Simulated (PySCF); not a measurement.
Species: C6H10FNS.
Atom-mapped SMILES: `[CH3:1][S:2][C@@H:3]([F:4])[C@H:5]([CH3:6])[CH2:7][C:8]#[N:9]` (hydrogens: H10, H11, H12 on C1; H13 on C3; H14 on C5; H15, H16, H17 on C6; H18, H19 on C7)

Cartesian coordinates in Å at the PBE0-D3(BJ)/def2-SVP level; atoms count from 1:
```xyz
19
C6H10FNS angstrom
C     -3.168   -0.612    0.250
S     -1.680    0.201    0.870
C     -0.653    0.074   -0.608
F     -1.125    0.911   -1.593
C      0.797    0.433   -0.300
C      1.618    0.486   -1.582
C      1.408   -0.530    0.730
C      1.396   -1.918    0.281
N      1.364   -3.009   -0.102
H     -3.555   -0.081   -0.630
H     -2.972   -1.666    0.005
H     -3.915   -0.565    1.054
H     -0.721   -0.957   -1.001
H      0.791    1.435    0.163
H      2.643    0.827   -1.372
H      1.163    1.178   -2.302
H      1.679   -0.508   -2.053
H      0.864   -0.478    1.686
H      2.453   -0.241    0.930
```

Linear response at wB97X-D/def2-SVPD (PySCF, frozen core in the response, non-relativistic).

Static isotropic polarisability: 95.92 au (14.21 Å³), principal values 85.4, 95.1, 107.2 au.

(1) What is the polarisability at 1064 nm and at the sodium D line?

(2) What is the isotropic C6 coefficient between two such molecules, C6 = (3/π)∫α(iω)² dω?

(3) Which effective excitation energy ω̄ makes London's formula C6 = (3/4)α²ω̄ exact here?

(4) How anisotropic is the static polarisability, by Δα² = ½[(α1 − α2)² + (α2 − α3)² + (α3 − α1)²]?

(5) The lowest 6 singlets have (eV, f): 5.79, 0.000; 6.84, 0.032; 7.31, 0.009; 7.59, 0.016; 7.66, 0.006; 7.73, 0.008. What share of the static polarisability do they carry in the sum over states α = Σ f/ω²?

(6) What n − 1 at the D line would an ideal gas of it have at 273.15 K and 1 atm (2.6868 × 10¹⁹ cm⁻³), by n − 1 = 2π·N·α′?

(7) What molar refraction at the D line follows from R = (4π/3)·N_A·α′, with α′ the polarisability volume?

(8) What three-body coefficient follows from the one-pole estimate C9 = (3/4)·α·C6?

(9) How many electrons N does the Slater–Kirkwood formula C6 = (3/4)·√N·α^(3/2) need to give this C6?

Answers

(1) 96.60 au at 1064 nm (+0.7 %), 98.20 au at 589.3 nm (+2.4 %). The rise at 589.3 nm is 3.34 times that at 1064 nm; a pure ω² law gives 3.26. The lowest singlet lies at 214 nm, shorter than both wavelengths.

(2) 3995 au (Eh·bohr⁶) by a ten-point quadrature over imaginary frequencies, which is 2390 eV·Å⁶ or 230 J·nm⁶/mol.

(3) ω̄ = 4·C6/(3α²) = 0.579 Eh = 15.8 eV. A one-pole form α(ω) = α/(1 − ω²/ω̄²) fitted to the 1064 nm value gives 13.9 eV.

(4) Δα = 18.9 au, or 0.20 of the isotropic value.

(5) 1.03 au, 1.1 % of α; the largest term, 0.51 au, is that of the state at 6.84 eV. Their oscillator strengths add up to 0.07. Higher states carry the rest.

(6) 24.56 × 10⁻⁴, a formal value whether or not that pressure can be reached.

(7) α′ = 14.55 Å³ gives R = 36.71 cm³/mol, for isolated, non-vibrating species.

(8) 287000 au. This is an estimate from the two numbers above, not a computed integral.

(9) N = (4·C6/3)²/α³ = 32.2; the species has 78 electrons in all.

The run took 2.8 min of wall time on an Arm Neoverse N1 with one thread, shared host, and the process peaked at 1.3 GiB of memory. This is the whole response run at wB97X-D/def2-SVPD, SCF included.

One conformer stands for the species.

The pairwise dispersion term of wB97X-D wasn't added to the energies; at a given geometry it leaves orbitals and properties as they are.
